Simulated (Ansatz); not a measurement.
`O[SiH](F)CCl`, relaxed with RKS PBE-D4/def2-SVP in Ansatz from a rough embedded geometry. The force threshold is 0.03 eV/Å; the program also tests the step.

The species carries charge 0 and has multiplicity 1.

Start:

```xyz
9

O     0.137    0.271   -1.834
Si   -0.186    0.680   -0.306
F     0.990    1.651    0.157
C    -0.282   -0.647    0.919
Cl    1.189   -1.718    0.814
H     1.125   -0.025   -1.998
H    -1.462    1.464   -0.321
H    -1.121   -1.333    0.686
H    -0.391   -0.343    1.882
```

By how much does the energy fall, and how many steps does the optimiser take? (Estimate.)

The calculation gave: 49.73 kJ/mol, in 11 steps, 2 of them rejected.

Which bonds change most? (Estimate.)

Ansatz gave: C4–H9 from 1.016 to 1.108 Å; Si2–C4 from 1.808 to 1.897 Å; O1–H6 from 1.044 to 0.979 Å; O1–Si2 from 1.614 to 1.659 Å.

Give the relaxed structure. (An estimate is asked.)

The calculation gave: 
```xyz
9

O     0.314    0.308   -1.808
Si   -0.190    0.818   -0.312
F     0.862    1.884    0.347
C    -0.257   -0.679    0.853
Cl    1.197   -1.716    0.516
H     0.958   -0.425   -1.737
H    -1.501    1.510   -0.464
H    -1.157   -1.303    0.681
H    -0.226   -0.397    1.924
```
